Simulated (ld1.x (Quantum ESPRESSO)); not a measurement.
**How hard is this P (Z = 15) RRKJ potential?**

- Element: phosphorus (P)
- Generator: ld1.x (Quantum ESPRESSO) 7.5
- Type: norm-conserving RRKJ (Kleinman–Bylander form)
- Functional: PBE
- Relativity: scalar-relativistic
- Frozen core: [Ne]
- Valence charge: 5
- Reference configuration: 3s2 3p3
- Partial waves: 3s (bound): rc 1.40 bohr; 3p (bound): rc 1.80 bohr
- Local potential: all-electron potential smoothed inside 1.45 bohr (lloc = -1)
- Core correction: a·sin(br)/r model core inside 0.75 bohr

The pseudo-atom Hamiltonian at the reference potential is diagonalised in spherical Bessel functions j_l(qr) that vanish at 20 bohr, with q² up to the cutoff. All-electron valence levels (Ry): 3s -1.0267, 3p -0.4047.

Q: How do the lowest levels (Ry) of each channel move with the cutoff, and are there ghosts?

A:

```json
{"cutoff (Ry)": "8", "s #1": "-0.9427", "p #1": "-0.3954", "p #2": "0.0277", "d #1": "0.0642", "d #2": "0.1447", "f #1": "0.1143", "Σ f·Δε (mRy)": "196.4"}
{"cutoff (Ry)": "10", "s #1": "-0.9700", "p #1": "-0.3971", "p #2": "0.0276", "d #1": "0.0641", "d #2": "0.1443", "f #1": "0.1143", "Σ f·Δε (mRy)": "136.4"}
{"cutoff (Ry)": "12", "s #1": "-0.9920", "p #1": "-0.3972", "p #2": "0.0276", "d #1": "0.0641", "d #2": "0.1440", "f #1": "0.1143", "Σ f·Δε (mRy)": "92.2"}
{"cutoff (Ry)": "15", "s #1": "-1.0075", "p #1": "-0.3980", "p #2": "0.0276", "d #1": "0.0640", "d #2": "0.1438", "f #1": "0.1143", "Σ f·Δε (mRy)": "58.9"}
{"cutoff (Ry)": "18", "s #1": "-1.0202", "p #1": "-0.3992", "p #2": "0.0275", "d #1": "0.0640", "d #2": "0.1437", "f #1": "0.1143", "Σ f·Δε (mRy)": "29.8"}
{"cutoff (Ry)": "21", "s #1": "-1.0240", "p #1": "-0.4006", "p #2": "0.0275", "d #1": "0.0640", "d #2": "0.1436", "f #1": "0.1143", "Σ f·Δε (mRy)": "18.0"}
{"cutoff (Ry)": "30", "s #1": "-1.0265", "p #1": "-0.4038", "p #2": "0.0273", "d #1": "0.0640", "d #2": "0.1436", "f #1": "0.1143", "Σ f·Δε (mRy)": "3.3"}
{"cutoff (Ry)": "35", "s #1": "-1.0267", "p #1": "-0.4045", "p #2": "0.0273", "d #1": "0.0640", "d #2": "0.1436", "f #1": "0.1143", "Σ f·Δε (mRy)": "1.1"}
{"cutoff (Ry)": "40", "s #1": "-1.0267", "p #1": "-0.4047", "p #2": "0.0273", "d #1": "0.0640", "d #2": "0.1436", "f #1": "0.1143", "Σ f·Δε (mRy)": "0.5"}
{"cutoff (Ry)": "45", "s #1": "-1.0267", "p #1": "-0.4047", "p #2": "0.0273", "d #1": "0.0640", "d #2": "0.1436", "f #1": "0.1143", "Σ f·Δε (mRy)": "0.2"}
{"cutoff (Ry)": "50", "s #1": "-1.0267", "p #1": "-0.4047", "p #2": "0.0273", "d #1": "0.0640", "d #2": "0.1436", "f #1": "0.1143", "Σ f·Δε (mRy)": "0.2"}
{"cutoff (Ry)": "400", "s #1": "-1.0268", "p #1": "-0.4048", "p #2": "0.0273", "d #1": "0.0640", "d #2": "0.1436", "f #1": "0.1143", "Σ f·Δε (mRy)": "0.0"}
```

Result: no extra level below or beside the all-electron valence levels (s, p, d, f tested); 10 mRy is reached at 25 Ry and 1 mRy at 40 Ry.
